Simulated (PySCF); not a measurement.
## Electron correlation in In (indium, neutral)

[Kr] 4d10 5s2 5p1, 2P determinant. Computed with PySCF 2.14 in aug-cc-pwCVDZ-PP with ECP28MDF (6s5p4d1f, 48 functions), with scalar relativity through the core potential. Frozen: 4s2 4p6 4d10; 3 electrons correlated.

| level | correlation energy (mhartree) |
| --- | --- |
| CCSD | -39.90 |
| (T) | -0.57 |
| CCSD(T) | -40.47 |
| CCSDT | -40.70 |

Diagnostics: T1 = 0.013, D1 = 0.0318, largest double amplitude 0.054.

Cost of the coupled-cluster step: roughly 1.2 core-seconds, for 3 correlated electrons.
